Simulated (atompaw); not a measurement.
## Logarithmic derivatives: C (Z = 6), PAW (atompaw)

C (Z = 6), PAW, made with atompaw 4.2.0.5 (LDA (PW92), scalar-relativistic). Core [He], reference 2s2 2p2. Waves: 2s (bound): rc 1.85 bohr; 2s channel at -0.55 Ry: rc 1.10 bohr; 2p (bound): rc 1.85 bohr; 2p channel at 4.7 Ry: rc 1.85 bohr. Local part: bessel scheme, radius 1.25 bohr. Core correction: smooth core density matched at 1.75 bohr. Augmentation charge: sinc compensation charge, radius 1.85 bohr; PAW radius 1.85 bohr; waves and projectors: custom rrkj gramschmidtortho.

The phase is arctan(r·u′/u) with u = r·R(r), unwrapped; energies in Ry, scanned from -3 to 5 Ry. A pole is an energy at which the radial function vanishes at the test radius. The pseudo phase is shifted by a multiple of π to meet the all-electron one at the reference energy, and phase errors are pseudo minus all-electron; the curves can meet again beyond the range given. Levels narrower than the energy grid can be missing from the lists of poles.

For each channel, where are the poles, and over which energies does the pseudopotential scatter like the atom?

```tsv
channel	radius (bohr)	reference energy (Ry)	poles, all-electron	poles, pseudo	unbroken range about the reference energy with phases within 0.05 rad	phase error 1 Ry above the reference energy (rad)
s	1.86	-1.00	0.54	0.54	below 3.5	-0.000
p	1.86	-0.40	0.92	0.96	the whole range	+0.008
```

Phases in the p channel:

```
E (Ry)  all-electron  pseudo
 -3.00         1.215   1.226
 -2.76         1.193   1.204
 -2.52         1.167   1.179
 -2.28         1.135   1.147
 -2.04         1.094   1.106
 -1.80         1.039   1.052
 -1.56         0.964   0.976
 -1.32         0.852   0.864
 -1.08         0.673   0.685
 -0.84         0.368   0.377
 -0.60        -0.122  -0.119
 -0.36        -0.663  -0.663
 -0.12        -1.038  -1.035
  0.12        -1.257  -1.252
  0.36        -1.393  -1.386
  0.60        -1.484  -1.476
  0.84        -1.552  -1.542
  1.08        -1.604  -1.595
  1.32        -1.649  -1.638
  1.56        -1.688  -1.677
  1.80        -1.724  -1.713
  2.04        -1.760  -1.748
  2.28        -1.795  -1.784
  2.52        -1.833  -1.822
  2.76        -1.875  -1.863
  3.00        -1.922  -1.911
  3.24        -1.978  -1.967
  3.48        -2.047  -2.037
  3.72        -2.135  -2.125
  3.96        -2.251  -2.243
  4.20        -2.409  -2.405
  4.44        -2.630  -2.628
  4.68        -2.925  -2.925
  4.92        -3.269  -3.267
```
